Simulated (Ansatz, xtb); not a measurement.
# Two isomers of FGeH3Sn

We compare I, `[F][GeH2][SnH]`, a singlet, with II, `[F][Sn][GeH3]`, a singlet. Both are isolated molecules in the gas phase, relaxed with B3LYP-D3(BJ)/def2-SVP; the shapes shown needn't be the lowest conformers.

I (Å):

```yaml
atoms:
  - { symbol: F, position_ang: [-0.7906, 1.1388, -0.0452] }
  - { symbol: Ge, position_ang: [0.2419, 1.2453, -1.4772] }
  - { symbol: Sn, position_ang: [-0.9117, 2.8780, -3.3091] }
  - { symbol: H, position_ang: [0.4232, -0.2302, -1.9352] }
  - { symbol: H, position_ang: [1.6129, 1.7373, -0.9311] }
  - { symbol: H, position_ang: [0.5203, 2.5335, -4.3341] }
```

II (Å):

```xyz
6

F    -0.5335    3.7896   -0.7429
Ge    0.4169    1.0122   -2.4122
Sn   -1.0939    1.9422   -0.3313
H     0.4000   -0.5252   -2.6194
H     1.8992    1.4272   -2.2279
H    -0.0541    1.6519   -3.7436
```

Quicker runs give these differences E(II) − E(I): GFN2-xTB −17.8 kJ/mol; HF/STO-3G −41.2 kJ/mol (at GFN2-xTB geometries); r2SCAN-D4/def2-SVP −38.6 kJ/mol (at GFN2-xTB geometries).

Problem. Estimate E(II) − E(I) at the level CCSD(T)/def2-TZVP.

Solution. Calculated at CCSD(T)/def2-TZVP: E(II) − E(I) = −42.9 kJ/mol, so structure II lies lower.

How the difference moves with the method:

```
                level               geometry  E(II) − E(I) (kJ/mol)  departure from the last row (kJ/mol)  job, with rough time for the two
             GFN2-xTB               GFN2-xTB                   −17.8                                 +25.2             optimisation, 0.096 s
            HF/STO-3G               GFN2-xTB                   −41.2                                  +1.7                 single point, 1 s
   r2SCAN-D4/def2-SVP               GFN2-xTB                   −38.6                                  +4.4               single point, 2.6 s
B3LYP-D3(BJ)/def2-SVP  B3LYP-D3(BJ)/def2-SVP                   −41.1                                  +1.8                optimisation, 35 s
         HF/def2-TZVP  B3LYP-D3(BJ)/def2-SVP                   −29.1                                 +13.8           part of the CCSD(T) run
        MP2/def2-TZVP  B3LYP-D3(BJ)/def2-SVP                   −45.6                                  −2.7           part of the CCSD(T) run
    CCSD(T)/def2-TZVP  B3LYP-D3(BJ)/def2-SVP                   −42.9                                                      single point, 60 s
```

As drawn, II has 1 F–Sn, 1 Ge–H in place of 1 F–Ge, 1 Sn–H.

None of the levels shown reverses the order. The largest departure from CCSD(T)/def2-TZVP is that of GFN2-xTB, 25.2 kJ/mol.

With harmonic frequencies from B3LYP-D3(BJ)/def2-SVP (ideal gas, rigid rotor, one conformer each, 200 K, 1 atm): the zero-point term adds +2.6 kJ/mol; ΔH is −39.8 and ΔG −41.5 kJ/mol.

The correlated steps freeze 14 core orbitals; the filled d shell of Ge and Sn is correlated, in a basis made for valence electrons. Atoms past krypton carry core potentials in the def2 sets, other sets are all-electron and non-relativistic, and no spin–orbit term is included. Programs: Ansatz 0.2.0, xtb 6.7.1; the last row on 1 thread of Intel(R) Xeon(R) 6975P-C (Granite Rapids) on a shared host.
